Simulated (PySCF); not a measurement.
A geometry optimisation, step by step.

Species: (OH)3Sn-S-SiH3.
Bonds: Sn1–O2, Sn1–O3, Sn1–O4, Sn1–S5, S5–Si6. Hydrogens: H7 on O2; H8 on O3; H9 on O4; H10, H11, H12 on Si6.

Computed by this run: PBE0-D3(BJ)/def2-SVP geometry optimisation, gas phase, def2 core potentials past Kr (PySCF 2.14.0); density fitting, grid level 1; the optimiser is geomeTRIC in internal coordinates, started from a GFN2-xTB structure with every atom displaced at random (about 0.03 Å). 10 of its 13 geometries are shown. The frame can shift and turn from step to step; on so coarse a grid that alone can change the energy by a few meV, and forces under 0.02 eV/Å are noise.

Step 0: E = -30760.5501 eV, largest atomic force 11.333 eV/Å
```
atom  x, y, z in Å  |  force x, y, z in eV/Å
Sn1     0.306    0.498    0.846   -0.240   2.870   0.137
O2     -1.313    1.285    1.757    0.901   0.162  -0.096
O3      0.070   -1.361    1.079    0.156  -1.710  -1.115
O4      1.839    1.282    1.867  -10.596   1.853   3.567
S5      0.355    0.914   -1.525    0.413   0.661   0.505
Si6    -0.531   -0.859   -2.313    0.469  -0.262   1.613
H7     -1.109    2.145    2.170   -0.062  -0.489  -0.283
H8     -0.085   -1.582    1.978   -0.324  -0.510   1.406
H9      2.604    1.122    1.575   10.018  -2.148  -3.955
H10    -1.885   -0.983   -1.770   -0.484  -0.248   0.000
H11    -0.486   -0.557   -3.696   -0.095   0.082  -1.588
H12     0.351   -1.988   -1.918   -0.155  -0.259  -0.190
```

Step 1: E = -30761.4227 eV, largest atomic force 1.096 eV/Å
```
atom  x, y, z in Å  |  force x, y, z in eV/Å
Sn1     0.272    0.562    0.862   -0.263  -1.059  -0.104
O2     -1.284    1.322    1.753   -0.290   0.250   0.262
O3      0.055   -1.418    1.062    0.206   0.511  -0.306
O4      1.766    1.308    1.869   -0.082   0.279   0.459
S5      0.377    0.997   -1.473    0.094   0.019  -0.138
Si6    -0.489   -0.828   -2.256    0.028  -0.062   0.078
H7     -1.064    2.169    2.160   -0.065   0.018   0.019
H8     -0.132   -1.699    1.966   -0.046   0.155   0.025
H9      2.631    1.127    1.509    0.441  -0.113  -0.249
H10    -1.877   -1.030   -1.750    0.019   0.019  -0.034
H11    -0.492   -0.583   -3.728   -0.033  -0.028   0.037
H12     0.353   -2.010   -1.922   -0.009   0.011  -0.050
```

Step 3: E = -30761.4724 eV, largest atomic force 0.224 eV/Å
```
atom  x, y, z in Å  |  force x, y, z in eV/Å
Sn1     0.238    0.577    0.864   -0.026   0.219  -0.036
O2     -1.307    1.353    1.804    0.022  -0.004   0.036
O3      0.025   -1.373    0.962    0.034  -0.157   0.029
O4      1.780    1.271    1.877    0.098  -0.017   0.006
S5      0.382    1.020   -1.478    0.020  -0.024  -0.008
Si6    -0.449   -0.842   -2.220   -0.005  -0.018   0.018
H7     -1.076    2.189    2.227   -0.002   0.005  -0.006
H8     -0.205   -1.659    1.854   -0.052  -0.034  -0.027
H9      2.628    1.075    1.458   -0.103   0.016   0.000
H10    -1.814   -1.079   -1.675    0.001   0.005   0.000
H11    -0.523   -0.614   -3.692   -0.003   0.003   0.003
H12     0.436   -2.001   -1.929    0.016   0.004  -0.015
```

Step 4: E = -30761.4797 eV, largest atomic force 0.122 eV/Å
```
atom  x, y, z in Å  |  force x, y, z in eV/Å
Sn1     0.218    0.595    0.867    0.019   0.048  -0.105
O2     -1.300    1.377    1.835   -0.050   0.026   0.061
O3     -0.010   -1.362    0.925    0.033  -0.018   0.041
O4      1.781    1.254    1.871    0.115  -0.032  -0.024
S5      0.371    1.036   -1.477    0.001  -0.019   0.031
Si6    -0.421   -0.850   -2.202   -0.020  -0.020   0.020
H7     -1.054    2.209    2.260   -0.004  -0.005  -0.007
H8     -0.281   -1.666    1.800   -0.046  -0.028  -0.022
H9      2.608    1.053    1.412   -0.061   0.039   0.042
H10    -1.763   -1.129   -1.622   -0.001  -0.004  -0.003
H11    -0.547   -0.619   -3.668    0.004   0.010  -0.030
H12     0.512   -1.980   -1.949    0.011   0.002  -0.004
```

Step 5: E = -30761.4831 eV, largest atomic force 0.074 eV/Å
```
atom  x, y, z in Å  |  force x, y, z in eV/Å
Sn1     0.206    0.607    0.873    0.035  -0.026  -0.060
O2     -1.293    1.395    1.868   -0.038   0.012   0.034
O3     -0.037   -1.351    0.909    0.031   0.039   0.045
O4      1.790    1.242    1.864    0.040  -0.040  -0.038
S5      0.355    1.042   -1.472   -0.013  -0.009   0.017
Si6    -0.403   -0.861   -2.195   -0.017  -0.003   0.006
H7     -1.034    2.224    2.291   -0.002  -0.002  -0.002
H8     -0.351   -1.667    1.766   -0.037  -0.009  -0.020
H9      2.602    1.048    1.378   -0.011   0.035   0.035
H10    -1.728   -1.179   -1.598    0.001  -0.005  -0.005
H11    -0.558   -0.618   -3.658    0.008   0.007  -0.017
H12     0.567   -1.966   -1.973    0.002   0.000   0.006
```

Step 7: E = -30761.4877 eV, largest atomic force 0.078 eV/Å
```
atom  x, y, z in Å  |  force x, y, z in eV/Å
Sn1     0.203    0.618    0.883    0.008  -0.044   0.055
O2     -1.267    1.400    1.932    0.025  -0.013  -0.033
O3     -0.068   -1.336    0.910    0.025   0.003   0.000
O4      1.817    1.230    1.841   -0.076  -0.016   0.005
S5      0.315    1.044   -1.463   -0.021   0.027  -0.028
Si6    -0.388   -0.878   -2.192    0.031   0.018  -0.012
H7     -0.995    2.228    2.349    0.000   0.002   0.006
H8     -0.494   -1.655    1.715   -0.023   0.032   0.005
H9      2.615    1.083    1.320    0.052   0.002  -0.029
H10    -1.709   -1.243   -1.615   -0.005   0.003   0.001
H11    -0.532   -0.625   -3.657    0.001  -0.008   0.018
H12     0.620   -1.949   -1.972   -0.017  -0.007   0.012
```

Step 8: E = -30761.4898 eV, largest atomic force 0.070 eV/Å
```
atom  x, y, z in Å  |  force x, y, z in eV/Å
Sn1     0.208    0.618    0.884   -0.018  -0.008   0.068
O2     -1.249    1.391    1.960    0.035  -0.012  -0.051
O3     -0.079   -1.331    0.911    0.033  -0.048  -0.018
O4      1.835    1.221    1.823   -0.064  -0.001   0.028
S5      0.293    1.051   -1.462   -0.017   0.037  -0.025
Si6    -0.384   -0.883   -2.185    0.037   0.008  -0.011
H7     -0.974    2.216    2.379    0.000   0.001   0.007
H8     -0.577   -1.638    1.678   -0.018   0.040   0.018
H9      2.626    1.113    1.284    0.041  -0.008  -0.043
H10    -1.713   -1.255   -1.631   -0.007   0.008   0.002
H11    -0.500   -0.641   -3.654   -0.005  -0.010   0.020
H12     0.627   -1.945   -1.936   -0.016  -0.007   0.007
```

Step 9: E = -30761.4918 eV, largest atomic force 0.072 eV/Å
```
atom  x, y, z in Å  |  force x, y, z in eV/Å
Sn1     0.218    0.613    0.881   -0.016   0.017   0.041
O2     -1.237    1.376    1.964    0.017   0.000  -0.036
O3     -0.070   -1.336    0.919    0.032  -0.062  -0.017
O4      1.847    1.220    1.810   -0.025   0.006   0.028
S5      0.285    1.056   -1.465   -0.007   0.027  -0.007
Si6    -0.386   -0.883   -2.177    0.025  -0.006  -0.008
H7     -0.966    2.200    2.387    0.000  -0.001   0.005
H8     -0.620   -1.622    1.659   -0.015   0.033   0.018
H9      2.637    1.143    1.262    0.009  -0.012  -0.036
H10    -1.731   -1.236   -1.647   -0.005   0.007   0.004
H11    -0.470   -0.661   -3.651   -0.009  -0.008   0.010
H12     0.607   -1.952   -1.890   -0.007  -0.002  -0.002
```

Step 11: E = -30761.4932 eV, largest atomic force 0.030 eV/Å
```
atom  x, y, z in Å  |  force x, y, z in eV/Å
Sn1     0.229    0.606    0.879    0.003   0.003  -0.021
O2     -1.230    1.372    1.951   -0.020   0.012   0.004
O3     -0.054   -1.345    0.944    0.008  -0.002   0.011
O4      1.861    1.222    1.795    0.028   0.006  -0.007
S5      0.283    1.056   -1.469    0.008  -0.006   0.011
Si6    -0.388   -0.887   -2.169   -0.019   0.002  -0.001
H7     -0.963    2.196    2.377    0.001  -0.002   0.002
H8     -0.649   -1.592    1.663   -0.003  -0.004  -0.003
H9      2.642    1.157    1.231   -0.017  -0.003   0.005
H10    -1.736   -1.224   -1.636    0.003  -0.005   0.003
H11    -0.473   -0.681   -3.644   -0.001  -0.001  -0.005
H12     0.595   -1.962   -1.870    0.007   0.001   0.000
```

Step 12: E = -30761.4934 eV, largest atomic force 0.025 eV/Å
```
atom  x, y, z in Å  |  force x, y, z in eV/Å
Sn1     0.231    0.607    0.878   -0.005  -0.007  -0.012
O2     -1.228    1.379    1.946   -0.011   0.005   0.002
O3     -0.052   -1.344    0.956   -0.001   0.020   0.013
O4      1.867    1.225    1.786    0.021   0.004  -0.013
S5      0.282    1.052   -1.470    0.006  -0.009   0.003
Si6    -0.389   -0.893   -2.165   -0.014   0.004   0.002
H7     -0.960    2.203    2.372    0.003  -0.001   0.001
H8     -0.662   -1.581    1.667    0.002  -0.010  -0.007
H9      2.643    1.156    1.215   -0.007   0.001   0.011
H10    -1.731   -1.234   -1.622    0.002  -0.006   0.002
H11    -0.486   -0.689   -3.640    0.000  -0.001  -0.004
H12     0.601   -1.963   -1.873    0.003   0.000   0.001
```

**Question.** Summarise the path.

**Answer.** The energy falls by 0.9432 eV from step 0 to step 12; nine tenths of that is first reached at step 1. It falls at every step. The largest force goes from 11.333 to 0.025 eV/Å. Among the bonds O4–H9 changes most, from 0.835 to 0.965 Å; the atoms move by 0.288 Å rms after alignment.

**Question.** Follow the three bonds and two angles with the largest change from start to end.

**Answer.** 
| step | E above end (eV) | largest force (eV/Å) | O4–H9 (Å) | Sn1–O3 (Å) | Si6–H11 (Å) | S5–Si6–H12 (°) | O2–Sn1–S5 (°) |
| --- | --- | --- | --- | --- | --- | --- | --- |
| 0 | 0.9432 | 11.333 | 0.835 | 1.888 | 1.416 | 106.7 | 113.2 |
| 1 | 0.0707 | 1.096 | 0.955 | 2.001 | 1.493 | 111.2 | 114.4 |
| 2 | 0.0317 | 0.370 | 0.965 | 1.971 | 1.494 | 111.8 | 115.5 |
| 3 | 0.0209 | 0.224 | 0.967 | 1.964 | 1.491 | 112.0 | 116.3 |
| 4 | 0.0136 | 0.122 | 0.967 | 1.970 | 1.490 | 112.0 | 117.3 |
| 5 | 0.0102 | 0.074 | 0.966 | 1.973 | 1.491 | 111.9 | 118.1 |
| 6 | 0.0079 | 0.060 | 0.965 | 1.974 | 1.492 | 111.8 | 118.7 |
| 7 | 0.0056 | 0.078 | 0.964 | 1.973 | 1.493 | 111.6 | 119.2 |
| 8 | 0.0035 | 0.070 | 0.964 | 1.971 | 1.493 | 111.6 | 119.5 |
| 9 | 0.0016 | 0.072 | 0.964 | 1.970 | 1.493 | 111.9 | 119.3 |
| 10 | 0.0006 | 0.042 | 0.965 | 1.971 | 1.492 | 112.1 | 118.9 |
| 11 | 0.0002 | 0.030 | 0.965 | 1.973 | 1.492 | 112.2 | 118.6 |
| 12 | 0.0000 | 0.025 | 0.965 | 1.974 | 1.492 | 112.1 | 118.5 |

The cost below is that of the whole optimisation. Hardware: one thread of an Arm Neoverse V1, on a shared host. Cost: 2.2 min of wall time, 0.51 GiB resident at most.
